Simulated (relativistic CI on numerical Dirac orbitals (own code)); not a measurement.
**Lu LXV: sensitivity of the levels to the model**

Base calculation: Dirac-Coulomb-Breit CI, KLI orbitals optimised for each configuration, model QED (radiative potential, 1s self-energy scaled to tabulated hydrogen-like ionisation energies), unscaled Slater integrals.

Configurations in the expansion (outside the closed core 1s2): 2s2 2p3, 2s 2p4, 2p5, 2p4 3s, 2p4 3p, 2p4 3d, 2s2 2p2 3s, 2s2 2p2 3p, 2s2 2p2 3d, 2s 2p3 3s, 2s 2p3 3p, 2s 2p3 3d, 2s2 2p2 4s, 2s2 2p2 4p, 2s2 2p2 4d, 2s2 2p2 4f, 2s2 2p 3s2, 2s 2p3 4s, 2s 2p3 4p, 2s2 2p 3s 3p, 2s 2p3 4d, 2s 2p3 4f, 2s2 2p2 5s, 2s2 2p 3s 3d, 2s2 2p2 5p, 2s2 2p 3p2, 2s2 2p2 5d, 2s2 2p2 5f, 2s2 2p2 5g, 2s2 2p 3p 3d, 2s 2p2 3s2, 2s2 2p 3d2, 2s 2p2 3s 3p, 2s 2p2 3s 3d, 2s 2p2 3p2, 2s 2p2 3p 3d. Levels of other configurations are missing.

The lowest level and the first level of each name with at least 55 % of one term (blank where a level has no safe partner in the second run):

```csv
Level,Base (eV),Shift (eV)
2s2 2p3 2P°_3/2,0.00,0.00
2s2 2p3 4S°_3/2,1144.58,-0.07
2s2 2p3 2D°_5/2,1167.76,-0.04
2s2 2p3 2P°_1/2,1216.93,-0.39
2s 2p4 4P_5/2,1469.96,-0.45
2s 2p4 2S_1/2,1571.00,-0.31
2s 2p4 4P_3/2,2640.99,-0.65
2s 2p4 2D_5/2,2681.69,-0.37
2s 2p4 2P_1/2,2742.65,-0.17
2p5 2P°_3/2,3111.22,+0.32
2p5 2P°_1/2,4284.63,+0.28
2s2 2p2 3s 4P_3/2,9254.19,
2s2 2p2 3s 2P_1/2,9264.24,
2s2 2p2 3s 2D_5/2,9273.88,
2s2 2p2 3s 2D_3/2,9280.46,
2s2 2p2 3p 4D°_3/2,9357.87,
2s2 2p2 3p 2F°_7/2,9713.07,
2s2 2p2 3p 2D°_5/2,9740.90,
2s2 2p2 3d 4D_1/2,9801.14,
2s2 2p2 3d 2G_9/2,9899.10,
2s2 2p2 3d 2F_7/2,9924.48,
```

At this charge energies of transitions that change n are usually good to better than 1 %, and those within a shell (Δn = 0) to a few per cent.

Q: One thing was changed in a second run, which moved the levels as shown. Which?
A. QED terms removed
B. valence Slater integrals scaled by 0.9
C. only the first 3 configurations
D. Breit term removed

A: C. Only the first 3 configurations. With fewer configurations the levels that remain lose their mixing partners.

LS names give the leading component of a level, which can be under half, so a name can repeat, a term be missing and a line seem to break the LS rules.
